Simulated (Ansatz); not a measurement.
BH7O2Si2 can be A, `O[SiH2]BO[SiH3]`, or B, `OBO[SiH2][SiH3]`.

Computed with Ansatz on PBE0-D4/def2-TZVP structures; ΔE is electronic, products minus reactants. CBS: MP2 limit from def2 TZ/QZ plus the TZ coupled-cluster correction, frozen cores. DFT in def2-TZVPP. B3LYP here is the variant with VWN-RPA as its local correlation; programs differ in this. Each species was taken in one conformer, which may not be the lowest.

(1) Which is lower in electronic energy at CCSD(T)/CBS, and by how much? (Best estimate.)

(2) Give E(B) − E(A) in kJ/mol with B2PLYP, B3LYP, CCSD/def2-TZVPP, ωB97M-V, PBE0-D4, r2SCAN-D4, HF/def2-TZVPP. (An estimate is asked.)

Largest T1 diagnostic: 0.013.

Results:

(1) Computed: B, by 85.4 kJ/mol.

(2) Ansatz gave: B2PLYP -85.4, B3LYP -86.3, CCSD/def2-TZVPP -85.9, ωB97M-V -88.8, PBE0-D4 -97.9, r2SCAN-D4 -95.5, HF/def2-TZVPP -78.1. None reverses the order clearly.

In def2-TZVPP, CCSD(T) changes the Hartree–Fock value by −9.7 kJ/mol (the triples alone add −1.9 kJ/mol) and MP2 by −6.9 kJ/mol.
